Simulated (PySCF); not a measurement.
C4H4Cl2, SMILES Cl/C=C\C=C/Cl.

The structure is a stationary point at PBE0-D3(BJ)/def2-SVP. Other conformers were not sampled.

All values below come from PBE/def2-TZVP (PySCF).

Symmetry labels are those of the subgroup C2h that the program uses (full group C2h).

Computed valence orbital energies around the gap with their symmetry:
```tsv
orbital	symmetry	energy (eV)
HOMO−7	Bu	-10.40
HOMO−6	Au	-9.56
HOMO−5	Ag	-9.15
HOMO−4	Bg	-9.00
HOMO−3	Ag	-7.65
HOMO−2	Bu	-7.60
HOMO−1	Au	-7.41
HOMO	Bg	-5.74
LUMO	Au	-2.36
LUMO+1	Bu	-0.17
LUMO+2	Ag	0.15
LUMO+3	Bg	0.42
```
